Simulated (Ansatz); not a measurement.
`C=CCCCCCCCC`, charge 0, multiplicity 1.

Give a relaxed structure at PBE0-D4/def2-TZVP (the Gaussian-basis code of Ansatz). (Estimate.)

The calculation gave: 
Z-matrix (Å, degrees):
```
C
C 1 1.494
C 1 1.518 2 115.8
H 1 1.099 2 108.4 3 123.3
H 1 1.098 2 107.8 3 -124.0
C 2 1.326 1 126.6 3 1.0
H 2 1.089 1 115.1 3 -179.2
C 3 1.526 1 113.4 2 -179.2
H 3 1.095 1 108.7 2 59.9
H 3 1.093 1 109.4 2 -55.4
H 6 1.084 2 121.0 1 179.8
H 6 1.084 2 122.2 1 -0.3
C 8 1.530 3 116.5 1 67.9
H 8 1.096 3 109.1 1 -168.8
H 8 1.096 3 107.7 1 -54.6
C 13 1.527 8 115.7 3 87.3
H 13 1.095 8 108.3 3 -152.6
H 13 1.095 8 110.2 3 -38.1
C 16 1.526 13 116.9 8 -65.1
H 16 1.095 13 108.2 8 171.5
H 16 1.096 13 108.4 8 57.6
C 19 1.524 16 115.3 13 -57.5
H 19 1.097 16 108.0 13 -179.1
H 19 1.095 16 109.7 13 66.4
C 22 1.520 19 113.9 16 -59.3
H 22 1.095 19 108.4 16 178.8
H 22 1.095 19 110.0 16 63.9
H 25 1.094 22 111.1 19 -55.8
H 25 1.093 22 111.8 19 64.3
H 25 1.092 22 111.2 19 -175.7
```
This is one stationary point; other conformers may exist.
